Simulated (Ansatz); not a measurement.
Reaction (cleavage of the Ge–B bond): `[AlH2][BH][GeH3]` + `[SiH3][SiH2]S` → `[SiH3][SiH2][S][GeH3]` + `[BH2][AlH2]`

Program: Ansatz. Geometries: PBE0-D4/def2-TZVP. ΔE: electronic, gas phase. CBS: MP2 limit from def2 TZ/QZ plus the TZ coupled-cluster correction, frozen cores. This one scheme is used for every species. DFT in def2-TZVPP. For Ge outer-core shells are correlated without core-valence functions, which leaves a few kJ/mol of doubt a bond. Scalar relativity is left out up to krypton. One conformer a species, not always the lowest.

CCSD(T)/CBS gives -0.48 eV.

Task: Another level gave -0.44 eV. Which?
A. PBE/def2-TZVPP
B. MP2/def2-TZVPP
C. B2PLYP/def2-TZVPP
D. r2SCAN/def2-TZVPP

Result: D. r2SCAN -0.44, MP2/def2-TZVPP -0.56, B2PLYP -0.48, PBE -0.37 eV.

Largest T1 diagnostic among the species: 0.013.

From PBE to PBE0 (25 % exact exchange), in def2-TZVPP and without D4, ΔE moves by −0.05 eV. The D4 term adds −0.08 eV with B3LYP and −0.04 eV with PBE0; it sums over pairs of atoms, weighted by their polarisabilities, and B3LYP, whose exchange is more repulsive, gets the larger term.

B3LYP here is the variant with VWN-RPA as its local correlation; programs differ in this.
